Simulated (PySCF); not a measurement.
Work out the structure from these simulated measurements.

Formula: C8H10.

| Quantity | Value |
| --- | --- |
| 1H NMR | chemical shifts (computed TMS as zero) by class: 7.42 (2 H), 7.30 (1 H), 7.30 (2 H), 2.47 (2 H), 1.14 (3 H) ppm [GIAO PBE0/pcSseg-1] |
| Couplings | largest of the computed one-bond spin–spin couplings (means over like bonds): 13C–1H +166.7, 13C–1H +165.6 (×2), 13C–1H +162.8 (×2), 13C–1H +133.5 (×3), 13C–1H +132.0 (×2), 13C–13C +62.6 (×2), 13C–13C +62.1 (×2), 13C–13C +61.9 (×2) Hz [B3LYP/pcJ-1, spin–dipole term left out] |
| Rotational structure | rotational constants A, B, C: 4.534, 1.466, 1.216 GHz [PBE0-D3(BJ)/def2-SVP] |
| 13C NMR | chemical shifts (computed TMS as zero) by class: 150.5 (1 C), 134.1 (2 C), 134.0 (2 C), 131.3 (1 C), 33.5 (1 C), 21.3 (1 C) ppm [GIAO PBE0/pcSseg-1] |
| Dipole | 0.39 D [PBE0/pcSseg-1] |

Electronic properties: PySCF, gas phase, density fitting. Levels stand in brackets. One conformer (not necessarily the lowest) at the PBE0-D3(BJ)/def2-SVP geometry, without solvent, vibrations or thermal averaging. Each NMR value is the plain mean over a class of atoms that symmetry, rotation or inversion makes alike.

Task: Propose a structure and show how it fits.

Result: Numbering: `[CH3:1][CH2:2][c:3]1[cH:4][cH:5][cH:6][cH:7][cH:8]1`. Its formula, C8H10, gives 4 degrees of unsaturation: 1 ring and 3 π bonds in the structure found (Kekulé form). 8 carbons fall into 6 classes; from least to most shielded: substituted aromatic carbon [C3] (150.5 ppm), aromatic CH carbon [C5/C7] (134.1 ppm, 2 C), aromatic CH carbon [C4/C8] (134.0 ppm, 2 C), aromatic CH carbon [C6] (131.3 ppm), benzylic-type carbon [C2] (33.5 ppm), methyl carbon [C1] (21.3 ppm). Hydrogen classes from least to most shielded: 2 H on the meta carbons, C5/C7 (7.42 ppm), 1 H on the para carbon, C6 (7.30 ppm), 2 H on the ortho carbons, C4/C8 (7.30 ppm), 2 H on a benzylic-type carbon, C2 (2.47 ppm), 3 H on a methyl carbon, C1 (1.14 ppm). The couplings run between: +166.7 Hz, aromatic CH carbon [C6] and its hydrogen; +165.6 Hz, aromatic CH carbon [C5] and its hydrogen (with 1 like pair); +162.8 Hz, aromatic CH carbon [C4] and its hydrogen (with 1 like pair); +133.5 Hz, methyl carbon [C1] and its hydrogen (with 2 like pairs); +132.0 Hz, benzylic-type carbon [C2] and its hydrogen (with 1 like pair); +62.6 Hz, aromatic CH carbon [C4] and aromatic CH carbon [C5] (with 1 like pair); +62.1 Hz, aromatic CH carbon [C5] and aromatic CH carbon [C6] (with 1 like pair); +61.9 Hz, substituted aromatic carbon [C3] and aromatic CH carbon [C4] (with 1 like pair). The optimised geometry has point group Cs and is an asymmetric top. Structure: ethylbenzene, `c1ccc(cc1)CC`. The assignments are read from this structure; whether some other isomer fits the data as well wasn't checked.

The values belong to the conformer `[CH3:1][CH2:2][c:3]1[cH:4][cH:5][cH:6][cH:7][cH:8]1`: C1–C2–C3–C4 -88°.
